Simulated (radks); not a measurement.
The nuclear charge of the lead ion Pb+ is varied continuously with 81 electrons held in [Hg] 6p1. All-electron calculation, Dirac Kohn-Sham, LDA (Slater exchange, Perdew-Wang correlation), spin-unpolarised, spherical densities, finite nucleus; open shells are shared between the two j in proportion to 2j + 1; Fermi nuclear charge, rms radius 5.5012 fm. Program: a radial shooting solver on a logarithmic mesh with Libxc functionals. By the Hellmann-Feynman theorem dE/dZ = E(electron-nucleus)/Z, the electronic potential at the nucleus (averaged over a nucleus of fixed radius).

Z     E (hartree)  E(electron-nucleus)/Z (hartree)   HOMO  e(HOMO) (eV)  <r> HOMO (bohr)
81.5  -20590.2191                         -638.635  6p3/2        -5.705            3.406
81.6  -20654.1462                         -639.905  6p3/2        -6.455            3.330
81.7  -20718.2003                         -641.177  6p3/2        -7.226            3.261
81.8  -20782.3816                         -642.449  6p3/2        -8.016            3.197
81.9  -20846.6901                         -643.723  6p3/2        -8.825            3.138
82    -20911.1261                         -644.997  6p3/2        -9.651            3.083
82.1  -20975.6896                         -646.273  6p3/2       -10.496            3.031
82.2  -21040.3807                         -647.550  6p3/2       -11.357            2.983
82.3  -21105.1996                         -648.828  6p3/2       -12.235            2.938
82.4  -21170.1463                         -650.107  6p3/2       -13.129            2.895
82.5  -21235.2210                         -651.387  6p3/2       -14.038            2.854
82.6  -21300.4237                         -652.669  6p3/2       -14.963            2.816
82.7  -21365.7547                         -653.951  6p3/2       -15.903            2.779
82.8  -21431.2140                         -655.235  6p3/2       -16.858            2.744
82.9  -21496.8018                         -656.521  6p3/2       -17.827            2.710
83    -21562.5182                         -657.807  6p3/2       -18.811            2.678

The central difference of E at Z = 82 is -644.997 hartree, to compare with the third column; the second derivative is -12.8 hartree.
